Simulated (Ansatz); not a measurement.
Geometry optimisation, RKS B3LYP-D4/def2-SVP in Ansatz 0.2.0.

The input (input.yaml):

```yaml
crystal:
  periodic: [false, false, false]
  atoms:
    - { symbol: Ge, position_ang: [0.116529, -0.133917, 0.320818] }
    - { symbol: H, position_ang: [0.102207, 0.163446, 1.816949] }
    - { symbol: O, position_ang: [1.857417, -0.325946, 0.484598] }
    - { symbol: H, position_ang: [2.367008, -0.534763, -0.311048] }
    - { symbol: F, position_ang: [-0.26448, 1.267021, -0.649437] }
    - { symbol: H, position_ang: [-0.655482, -1.281841, -0.342681] }
basis:
  gaussian: { orbitals: def2-SVP }
hamiltonian:
  xc: b3lyp
  dispersion: d4
relax:
  f_tol: 0.03
  max_steps: 50
output:
  orbitals: {}
```

Launched with:

```bash
$ ansatz run input.yaml --threads 1 --pin off --max-ram 2048MiB --backend cpu --events-out ev --progress --plain --runs-dir out
```

Task: Where does it end, and by what steps?

Result: The run converged. After 4 steps the energy has fallen by 0.263 eV; H2 moved furthest, 0.30 Å.

```
step  energy less start (eV)  largest force component (eV/Å)  accepted
   0                  0.0000                           1.066       yes
   1                 -0.2197                           0.273       yes
   2                 -0.2497                           0.216       yes
   3                 -0.2608                           0.164       yes
   4                 -0.2631                           0.025       yes
```

```xyz
6
Properties=species:S:1:pos:R:3
Ge 0.187 -0.120 0.399
H -0.196 0.202 1.845
O 1.944 -0.333 0.401
H 2.308 -0.574 -0.462
F -0.177 1.274 -0.590
H -0.543 -1.296 -0.273
```

Whether the end is a true minimum wasn't checked by a vibrational analysis.

The run took 13 s on 1 thread of Arm Neoverse V2, with other jobs on the host, peak memory 0.15 GiB.
